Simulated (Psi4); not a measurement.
Psi4 input (wB97X-D/6-31G*):

```
memory 1500 MB

molecule {
0 2
C     2.55642617    0.04130018   -0.64730132
C     1.13546193    0.45725321   -0.76755704
C     0.05668055   -0.18055245    0.04378963
C     0.17053696    0.22017918    1.52980535
C    -1.33051595    0.13869590   -0.53193345
C    -2.48436442   -0.60721000    0.13243711
H     3.04991275    0.48602525    0.23097054
H     3.14233795    0.34297366   -1.51773699
H     2.64716327   -1.04357288   -0.53321122
H     0.90558156    1.37961327   -1.29036282
H     0.19873043   -1.27042574   -0.00229357
H     1.16658813    0.00200929    1.91710144
H    -0.54972898   -0.32020995    2.14605454
H    -0.01105129    1.29104900    1.65046120
H    -1.31837314   -0.09614802   -1.59988878
H    -1.49899303    1.21880560   -0.45821248
H    -2.32405443   -1.68791178    0.09745324
H    -2.60589302   -0.32394877    1.17893700
H    -3.42757156   -0.39625512   -0.37471389
symmetry c1
no_reorient
no_com
}

set {
  basis 6-31G*
  reference uks
  scf_type pk
  dft_radial_points 99
  dft_spherical_points 590
  e_convergence 1e-8
  d_convergence 1e-7
  maxiter 150
}

e = energy('wb97x-d')
print_out(f'\nFINAL {e:.10f} DIPOLE {variable("CURRENT DIPOLE")[0]:.6f} {variable("CURRENT DIPOLE")[1]:.6f} {variable("CURRENT DIPOLE")[2]:.6f}\n')
```

Output:

```
   => Loading Basis Set <=

    Name: 6-31G*
    Role: ORBITAL
    Keyword: BASIS
    atoms 1-6  entry C          line   111 file 6-31gs.gbs
    atoms 7-19 entry H          line    44 file 6-31gs.gbs

   => WB97X-D: Empirical Dispersion <=

    Chai and Head-Gordon Dispersion Correction
    Chai, J.-D.; Head-Gordon, M. (2010), J. Chem. Phys., 132: 6615-6620

        s6 =       1.000000

         ---------------------------------------------------------
                                   SCF
               by Justin Turney, Rob Parrish, Andy Simmonett
                          and Daniel G. A. Smith
                              UKS Reference
         ---------------------------------------------------------

  ==> Geometry <==

    Molecular point group: c1
    Full point group: C1

    Geometry (in Angstrom), charge = 0, multiplicity = 2:

       Center              X                  Y                   Z               Mass
    ------------   -----------------  -----------------  -----------------  -----------------
         C            2.556426170000     0.041300180000    -0.647301320000    12.000000000000
         C            1.135461930000     0.457253210000    -0.767557040000    12.000000000000
         C            0.056680550000    -0.180552450000     0.043789630000    12.000000000000
         C            0.170536960000     0.220179180000     1.529805350000    12.000000000000
         C           -1.330515950000     0.138695900000    -0.531933450000    12.000000000000
         C           -2.484364420000    -0.607210000000     0.132437110000    12.000000000000
         H            3.049912750000     0.486025250000     0.230970540000     1.007825032230
         H            3.142337950000     0.342973660000    -1.517736990000     1.007825032230
         H            2.647163270000    -1.043572880000    -0.533211220000     1.007825032230
         H            0.905581560000     1.379613270000    -1.290362820000     1.007825032230
         H            0.198730430000    -1.270425740000    -0.002293570000     1.007825032230
         H            1.166588130000     0.002009290000     1.917101440000     1.007825032230
         H           -0.549728980000    -0.320209950000     2.146054540000     1.007825032230
         H           -0.011051290000     1.291049000000     1.650461200000     1.007825032230
         H           -1.318373140000    -0.096148020000    -1.599888780000     1.007825032230
         H           -1.498993030000     1.218805600000    -0.458212480000     1.007825032230
         H           -2.324054430000    -1.687911780000     0.097453240000     1.007825032230
         H           -2.605893020000    -0.323948770000     1.178937000000     1.007825032230
         H           -3.427571560000    -0.396255120000    -0.374713890000     1.007825032230

  Running in c1 symmetry.

  Rotational constants: A =      0.22337  B =      0.06237  C =      0.05370 [cm^-1]
  Rotational constants: A =   6696.53862  B =   1869.93779  C =   1609.84970 [MHz]
  Nuclear repulsion =  245.627075262983425

  Charge       = 0
  Multiplicity = 2
  Electrons    = 49
[...]
     110A      2.918776   111A      4.220826   112A      4.286314
     113A      4.367082   114A      4.466101   115A      4.517903
     116A      4.690607

    Beta Occupied:

       1A    -10.294098     2A    -10.284605     3A    -10.283928
       4A    -10.278340     5A    -10.278245     6A    -10.277782
       7A     -0.904567     8A     -0.837572     9A     -0.802224
      10A     -0.741463    11A     -0.673791    12A     -0.628086
      13A     -0.544679    14A     -0.532067    15A     -0.503061
      16A     -0.485799    17A     -0.479974    18A     -0.467766
      19A     -0.455143    20A     -0.440961    21A     -0.429257
      22A     -0.398644    23A     -0.392513    24A     -0.388062

    Beta Virtual:

      25A      0.048774    26A      0.173045    27A      0.202971
      28A      0.206054    29A      0.226209    30A      0.236538
      31A      0.247385    32A      0.253822    33A      0.260233
      34A      0.265729    35A      0.267313    36A      0.284213
      37A      0.295929    38A      0.313675    39A      0.325369
      40A      0.337702    41A      0.365628    42A      0.379938
      43A      0.403703    44A      0.582258    45A      0.596577
      46A      0.615431    47A      0.620094    48A      0.651077
      49A      0.676975    50A      0.689070    51A      0.721951
      52A      0.733498    53A      0.745896    54A      0.773051
      55A      0.813747    56A      0.832380    57A      0.893263
      58A      0.903827    59A      0.922324    60A      0.939570
      61A      0.959782    62A      0.976248    63A      0.984881
      64A      0.993839    65A      1.005964    66A      1.017692
      67A      1.019786    68A      1.038039    69A      1.050773
      70A      1.063271    71A      1.073542    72A      1.091897
      73A      1.096482    74A      1.131165    75A      1.213961
      76A      1.312281    77A      1.362254    78A      1.472020
      79A      1.495324    80A      1.574732    81A      1.610047
      82A      1.705279    83A      1.754145    84A      1.803957
      85A      1.826630    86A      1.913774    87A      1.940963
      88A      1.992220    89A      2.032190    90A      2.070759
      91A      2.075417    92A      2.106822    93A      2.121551
      94A      2.142985    95A      2.206464    96A      2.240159
      97A      2.290646    98A      2.326471    99A      2.389102
     100A      2.400515   101A      2.425697   102A      2.449448
     103A      2.468270   104A      2.560494   105A      2.619057
     106A      2.656387   107A      2.707119   108A      2.812342
     109A      2.895410   110A      2.925878   111A      4.233074
     112A      4.295008   113A      4.368672   114A      4.486045
     115A      4.520183   116A      4.694815

    Final Occupation by Irrep:
              A
    DOCC [    24 ]
    SOCC [     1 ]
    NA   [    25 ]
    NB   [    24 ]

  @UKS Final Energy:  -236.34454328007257

   => Energetics <=

    Nuclear Repulsion Energy =            245.6270752629834249
    One-Electron Energy =                -802.9047302860026321
    Two-Electron Energy =                 346.2395359679978810
    DFT Exchange-Correlation Energy =     -25.2953758227226650
    Empirical Dispersion Energy =          -0.0110484023286141
    VV10 Nonlocal Energy =                  0.0000000000000000
    Total Energy =                       -236.3445432800725712

  UHF NO Occupations:
  HONO-2 :   23  A 1.9996467
  HONO-1 :   24  A 1.9987954
  HONO-0 :   25  A 1.0000000
  LUNO+0 :   26  A 0.0012046
  LUNO+1 :   27  A 0.0003533
  LUNO+2 :   28  A 0.0003241
  LUNO+3 :   29  A 0.0002732

Computation Completed

Properties will be evaluated at   0.000000,   0.000000,   0.000000 [a0]

Properties computed using the SCF density matrix

 Multipole Moments:

 ------------------------------------------------------------------------------------
     Multipole            Electronic (a.u.)      Nuclear  (a.u.)        Total (a.u.)
 ------------------------------------------------------------------------------------

 L = 1.  Multiply by 2.5417464519 to convert [e a0] to [Debye]
 Dipole X            :          0.0391876            0.0000002            0.0391878
 Dipole Y            :          0.0083432           -0.0000001            0.0083431
 Dipole Z            :          0.0430335           -0.0000002            0.0430333
 Magnitude           :                                                    0.0587976

 ------------------------------------------------------------------------------------

FINAL -236.3445432801 DIPOLE 0.039188 0.008343 0.043033

*** Psi4 exiting successfully. Buy a developer a beer!
```

The geometry given is a B3LYP-D3(BJ)/def2-TZVP minimum.
